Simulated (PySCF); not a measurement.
# Spinor energies of Sc⁵⁺ (scandium, charge +5)

Start: [Ne] 3s2 3p4; 3p1/2 filled at m_j = -1/2, +1/2; 3p3/2 filled at m_j = +1/2, +3/2. Calculated with PySCF 2.14 in an uncontracted even-tempered set (21 s from 0.2 bohr⁻², ratio 2.4; 14 p from 0.26 bohr⁻², ratio 2.4; 5 d from 2.2 bohr⁻², ratio 2.6; 5 f from 3.3 bohr⁻², ratio 2.6): generalised Hartree-Fock with the X2C-1e Hamiltonian and a Gaussian nucleus; one run each with spin-orbit coupling (SO) switched off, then screened by Boettger's factors.

| spinor shell | electrons | ε, spin-free (eV) | ε, screened SO (eV) | weight of nominal j (screened SO) | rms radius, screened SO (bohr) |
| --- | --- | --- | --- | --- | --- |
| 1s1/2 | 2 | -4622.5 | -4622.4 | 1.000 | 0.0844 |
| 2s1/2 | 2 | -604.95 | -604.90 | 1.000 | 0.369 |
| 2p1/2 | 2 | -507.63 | -511.44 | 0.968 | 0.337 |
| 3s1/2 | 2 | -138.62 | -138.60 | 1.000 | 1.08 |
| 3p3/2 | 2 | -113.57 | -114.88 | 0.823 | 1.13 |
| 3p1/2 | 2 | -113.57 | -112.34 | 0.703 | 1.14 |

**Question.** Where does 2p3/2 lie, and what is the 2p spin-orbit splitting (screened SO)?

**Answer.** At -505.69 eV, 5.756 eV above 2p1/2.

```
   quantity   spin-free  screened SO
E (hartree)  -755.78674   -755.80022
        M_J           2            2
       ⟨J²⟩       6.005        6.006
       ⟨L²⟩       2.003        2.046
       ⟨S²⟩       2.001        1.980
```

Each row is a mean over spinors that exchange with the open shell spreads, by up to 10.658 eV (3s1/2).

Rows whose weight is well below 1 are mixtures of j = l ± 1/2: exchange outweighs spin-orbit coupling there, and the label is only the starting occupation.

Without spin-orbit coupling the j labels of p, d and f shells carry no meaning; the spin-free column gives the mean over the occupied spinors of each nl shell.
